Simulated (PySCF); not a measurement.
Species: C5H10O3Si.
Atom-mapped SMILES: `[CH2:1]=[CH:2][CH2:3][Si:4]1([OH:5])[O:6][CH2:7][CH2:8][O:9]1`

Structure used (PBE0-D3(BJ)/def2-SVP), in Å, numbered top down from 1:
```xyz
19
C5H10O3Si angstrom
C     -2.5967   -1.1130    0.4132
C     -1.9733   -0.0978    1.0161
C     -1.4776    1.1374    0.3355
Si     0.3206    0.9512   -0.0870
O      0.8366    2.4113   -0.6472
O      0.6689   -0.2804   -1.1667
C      1.2315   -1.3752   -0.4706
C      1.9372   -0.8073    0.7689
O      1.1947    0.3175    1.1947
H     -2.8289   -1.0885   -0.6566
H     -2.8999   -2.0034    0.9695
H     -1.7461   -0.1778    2.0858
H     -1.5987    2.0329    0.9666
H     -2.0171    1.3272   -0.6071
H      1.7252    2.4479   -1.0133
H      1.9320   -1.9151   -1.1276
H      0.4306   -2.0757   -0.1714
H      2.9727   -0.5033    0.5236
H      1.9899   -1.5498    1.5811
```

Probes without a nucleus sit at each ring's centroid and 1 Å off its mean plane on both sides; NICS is minus the shielding there, NICSzz its component along the normal. Level: GIAO KT3/pcSseg-1 (PySCF, non-relativistic, gas phase) on the PBE0-D3(BJ)/def2-SVP geometry, one conformer.

Ring bond lengths (Å): Si4–O6 1.674, O6–C7 1.414, C7–C8 1.535, C8–O9 1.413, O9–Si4 1.676.

Q: What do the NICS probes read (ppm)?

A: 
| ring | type | NICS(0) | NICS(1), two faces | NICS(1)zz, two faces | rms pucker (Å) | centre to ring atoms, mean (Å) |
| --- | --- | --- | --- | --- | --- | --- |
| Si4–O6–C7–C8–O9 | 5-membered ring with 2 O and Si; formal bonds all single | -7.2 | -2.8 / -3.0 | -4.2 / -5.7 | 0.13 | 1.30 |

Q: What do they say, and how far can they be read as aromaticity?

A: 
- Si4–O6–C7–C8–O9: mean NICS(1)zz -5.0 ppm, shielded. Si4, C7, C8 have four or more neighbours; no verdict on aromaticity is drawn.

Q: What field does 1 T along the ring normal induce along that normal at the first NICS(1) probe listed for ring Si4–O6–C7–C8–O9, 1 Å off the ring?

A: NICSzz × B0 = -4.2 ppm × 1 T = -4 μT, against the applied field.

Q: List the ring angles.

A: 
- Si4–O6–C7–C8–O9: Si4 96.1°, O6 109.6°, C7 107.1°, C8 107.2°, O9 110.2°; sum 530.1° against 540° for a flat convex ring.

Q: How shielded are the nuclei of the rings and their hydrogens (means over atoms taken as equivalent)?

A: 
| atoms | environment | σ isotropic (ppm) | principal values of the symmetric part, first atom (ppm) |
| --- | --- | --- | --- |
| Si4 | oxygen-bound silicon | 385.1 | 369.7, 390.4, 395.0 |
| O6 (×2) | silyl ether oxygen | 263.9 | 207.6, 270.4, 311.8 |
| C7 (×2) | sp3 carbon bound to oxygen | 114.1 | 85.4, 99.6, 154.1 |
| H16 (×2) | methylene hydrogen | 27.46 | 23.9, 25.3, 33.2 |
| H17 (×2) | methylene hydrogen | 27.47 | 23.3, 26.0, 33.0 |

Q: How do the values depend on the level or the medium?

A: 
| level | NICS(0), Si4–O6–C7–C8–O9 | mean NICS(1)zz, Si4–O6–C7–C8–O9 |
| --- | --- | --- |
| KT3/pcSseg-1, gas | -7.2 | -5.0 |
| PBE0/pcSseg-1, gas | -7.2 | -4.9 |
| PBE0/pcSseg-1, IEF-PCM cyclohexane | -7.2 | -4.8 |
| PBE0/pcSseg-1, IEF-PCM dichloromethane | -7.1 | -4.8 |

The geometry is the same throughout; the continuum's cavity takes Bondi-type radii × 1.2.
